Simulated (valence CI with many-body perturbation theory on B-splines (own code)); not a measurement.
## Level structure of Pr⁴⁴⁺

Calculated by valence CI with perturbative core correlation (CI+MBPT): five valence electrons over a frozen Dirac-Fock core [Ne], radial functions for each j: 11 s, 11 p, 10 d, 8 f, 5 g, 2 h, with the one-electron correlation potential Σ1 (screened to all orders), the two-electron term Σ2, the three-electron term Σ3, Breit, model QED; selected single and double excitations, second order for the rest, scaled by the run's own slope (own B-spline code, finite nucleus).

No measured spectrum was set against this ion. As an estimate, large intervals hold to a few tenths of a per cent, small ones and those within an open d or f shell to about a per cent. Among the levels kept, up to 3100 cm⁻¹ of a level comes from second order outside the variational space, and about a tenth of that is noise between levels of different J, which matters for small intervals.

Levels 136 to 169 of 169, with energies above the lowest level, (3s^2 3p1/2^2 3p3/2) J=3/2. "Leading %" is the weight of the configuration and term that name the level; weights of strongly mixed levels are sums over their largest components and can fall short. In the jj column 3d3/2^4 stands for four electrons in 3d with j = 3/2.

| No. | Configuration | Term | J | E (eV) | Leading % | g | Second component | Leading jj |
| --- | --- | --- | --- | --- | --- | --- | --- | --- |
| 136 | 3s2.3p.3d2 | 4S° | 3/2 | 629.22 | 26 | 1.567 | 24 % 3s2.3p.3d2 4P° | 3s^2 3p3/2 3d3/2^2 (58 %) |
| 137 | 3s2.3p.3d2 | 4P° | 5/2 | 630.25 | 43 | 1.423 | 29 % 3s2.3p.3d2 4D° | 3s^2 3p3/2 3d3/2 3d5/2 (86 %) |
| 138 | 3s.3p2.3d2 | 4H | 7/2 | 631.95 | 27 | 0.943 | 18 % 3s.3p2.3d2 2G | 3s 3p1/2^2 3d3/2 3d5/2 (88 %) |
| 139 | 3s.3p2.3d2 | 2P | 1/2 | 634.38 | 33 | 1.138 | 20 % 3s.3p2.3d2 4D | 3s 3p1/2^2 3d3/2 3d5/2 (74 %) |
| 140 | 3s2.3p.3d2 | 2D° | 5/2 | 639.16 | 34 | 1.191 | 14 % 3s2.3p.3d2 4P° | 3s^2 3p3/2 3d5/2^2 (70 %) |
| 141 | 3s2.3p.3d2 | 2G° | 7/2 | 644.57 | 32 | 1.132 | 21 % 3s2.3p.3d2 4D° | 3s^2 3p3/2 3d3/2 3d5/2 (54 %) |
| 142 | 3p5 | 2P° | 1/2 | 645.60 | 54 | 0.822 | 9 % 3s.3p3.3d 2S° | 3p1/2 3p3/2^4 (54 %) |
| 143 | 3s2.3p.3d2 | 2H° | 11/2 | 646.48 | 72 | 1.132 | 26 % 3s2.3p.3d2 4G° | 3s^2 3p3/2 3d5/2^2 (70 %) |
| 144 | 3s2.3p.3d2 | 2F° | 7/2 | 649.12 | 36 | 1.195 | 32 % 3s2.3p.3d2 4D° | 3s^2 3p3/2 3d5/2^2 (56 %) |
| 145 | 3s2.3p.3d2 | 2G° | 9/2 | 650.80 | 46 | 1.157 | 23 % 3s2.3p.3d2 4F° | 3s^2 3p3/2 3d5/2^2 (69 %) |
| 146 | 3s2.3p.3d2 | 2D° | 5/2 | 650.88 | 32 | 1.124 | 9 % 3s2.3p.3d2 4D° | 3s^2 3p3/2 3d3/2 3d5/2 (69 %) |
| 147 | 3s.3p2.3d2 | 4F | 9/2 | 652.30 | 23 | 1.234 | 14 % 3s.3p2.3d2 2G | 3s 3p1/2^2 3d5/2^2 (73 %) |
| 148 | 3s2.3p.3d2 | 2D° | 3/2 | 654.21 | 27 | 0.971 | 22 % 3s2.3p.3d2 2P° | 3s^2 3p3/2 3d3/2 3d5/2 (76 %) |
| 149 | 3s2.3p.3d2 | 2G° | 9/2 | 654.60 | 69 | 1.130 | 11 % 3s2.3p.3d2 4F° | 3s^2 3p3/2 3d3/2 3d5/2 (77 %) |
| 150 | 3s2.3p.3d2 | 2P° | 1/2 | 655.76 | 62 | 0.753 | 13 % 3s2.3p.3d2 4D° | 3s^2 3p3/2 3d5/2^2 (52 %) |
| 151 | 3s2.3p.3d2 | 2D° | 3/2 | 658.50 | 28 | 1.202 | 17 % 3s2.3p.3d2 4S° | 3s^2 3p3/2 3d3/2 3d5/2 (69 %) |
| 152 | 3s.3p2.3d2 | 4D | 5/2 | 660.02 | 17 | 1.334 | 12 % 3s.3p2.3d2 2D | 3s 3p1/2^2 3d5/2^2 (82 %) |
| 153 | 3s2.3p.3d2 | 2F° | 5/2 | 661.10 | 52 | 1.004 | 26 % 3s2.3p.3d2 2D° | 3s^2 3p3/2 3d3/2 3d5/2 (85 %) |
| 154 | 3s.3p2.3d2 | 4H | 7/2 | 662.11 | 14 | 1.089 | 12 % 3s.3p2.3d2 2F | 3s 3p1/2^2 3d5/2^2 (72 %) |
| 155 | 3p4.3d | 4D | 3/2 | 662.89 | 21 | 0.977 | 11 % 3p4.3d 2D | 3p1/2^2 3p3/2^2 3d3/2 (54 %) |
| 156 | 3s.3p2.3d2 | 2D | 3/2 | 667.83 | 24 | 1.105 | 14 % 3s.3p2.3d2 2P | 3s 3p1/2^2 3d5/2^2 (72 %) |
| 157 | 3s2.3p.3d2 | 2P° | 1/2 | 668.65 | 62 | 0.967 | 9 % 3s.3p3.3d 4P° | 3s^2 3p3/2 3d3/2 3d5/2 (52 %) |
| 158 | 3s.3p3.3d | 4P° | 1/2 | 670.95 | 23 | 1.781 | 20 % 3s.3p3.3d 2S° | 3s 3p3/2^3 3d3/2 (55 %) |
| 159 | 3p4.3d | 4D | 5/2 | 672.78 | 26 | 1.134 | 7 % 3p4.3d 2F | 3p1/2^2 3p3/2^2 3d3/2 (48 %) |
| 160 | 3s2.3p.3d2 | 2P° | 3/2 | 674.81 | 43 | 1.324 | 9 % 3s.3p3.3d 4P° | 3s^2 3p3/2 3d5/2^2 (55 %) |
| 161 | 3s2.3p.3d2 | 2F° | 7/2 | 674.99 | 21 | 1.164 | 11 % 3s2.3p.3d2 2G° | 3s^2 3p3/2 3d5/2^2 (52 %) |
| 162 | 3s.3p2.3d2 | 6F | 1/2 | 675.92 | 36 | 0.335 | 19 % 3s.3p2.3d2 4D | 3s 3p1/2 3p3/2 3d3/2^2 (62 %) |
| 163 | 3s2.3p.3d2 | 2D° | 5/2 | 677.38 | 38 | 1.213 | 12 % 3s2.3p.3d2 2F° | 3s^2 3p3/2 3d5/2^2 (77 %) |
| 164 | 3s.3p3.3d | 4P° | 3/2 | 677.59 | 16 | 1.366 | 12 % 3s2.3p.3d2 2P° | 3s 3p3/2^3 3d3/2 (52 %) |
| 165 | 3p4.3d | 2F | 7/2 | 680.06 | 27 | 1.062 | 25 % 3p4.3d 2G | 3p1/2^2 3p3/2^2 3d3/2 (70 %) |
| 166 | 3s.3p2.3d2 | 4P | 1/2 | 680.97 | 32 | 1.777 | 15 % 3s.3p2.3d2 2S | 3s 3p1/2^2 3d5/2^2 (62 %) |
| 167 | 3s.3p2.3d2 | 6F | 3/2 | 682.12 | 39 | 0.882 | 16 % 3s.3p2.3d2 6G | 3s 3p1/2 3p3/2 3d3/2^2 (69 %) |
| 168 | 3s.3p2.3d2 | 6F | 1/2 | 684.00 | 27 | 0.843 | 25 % 3p4.3d 4P | 3p1/2^2 3p3/2^2 3d3/2 (43 %) |
| 169 | 3s.3p2.3d2 | 6G | 5/2 | 684.17 | 25 | 1.095 | 19 % 3s.3p2.3d2 6F | 3s 3p1/2 3p3/2 3d3/2^2 (59 %) |
